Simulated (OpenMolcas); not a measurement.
Ru5+ (d3) among equal point charges was computed by CASSCF with the d shell active (OpenMolcas, ANO-RCC-VDZP on the metal). Its lowest spin-free states, and all those of the highest spin:

```
2S+1  Degeneracy  E (cm-1)
   4           1       0.0
   4           1      7997
   4           2      8236
   4           2     13681
   4           1     13950
   2           2     18489
   2           1     19267
   2           2     19442
   2           1     24193
   2           2     24457
   2           1     24793
   4           1     25067
   4           2     26057
```

Question: Is the site octahedral, tetrahedral or cube-like, axial, or of lower symmetry?

Answer: The states with 2S+1 = 4 have orbital degeneracies 1, 1, 2, 2, 1, 1, 2. There are pairs but no triples, so the site is axial: not cubic, but with a proper or improper axis of order three or more. The run had Ru5+ among 6 point charges of -1.7 e arranged as a trigonal antiprism (D3d), 1.84 Å from the ion, with a polar angle of 55.3° against the regular 54.74°.

Without dynamic correlation the repulsion within the d shell is too large (B by tens of per cent), so at a given field states of lower spin stand too high. This is an electrostatic model: the charges have no orbitals. No measured value stands beside these numbers.
